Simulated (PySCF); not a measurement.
C₂H₅NO₂Si, SMILES [SiH2](OC)N=C=O.

Geometry: B3LYP-D3(BJ)/def2-SVP. Other conformers were not sampled.

Computed with PBE/def2-TZVP (PySCF).

```json
{
 "total_energy": "-573.64445 hartree",
 "point_group": "Cs",
 "highest_occupied_level": "-6.88 eV",
 "lowest_empty_level": "-0.93 eV",
 "orbital_gap": "5.95 eV",
 "dipole_moment": "2.98 D",
 "quadrupole, principal values (traceless, Buckingham form, about the centre of nuclear charge)": "-4.04, 0.90, 3.14 D·Å",
 "mean_static_polarisability": "63.4 bohr³ (9.40 Å³)",
 "polarisability_principal_values": "48.3, 52.0, 90.1 bohr³"
}
```
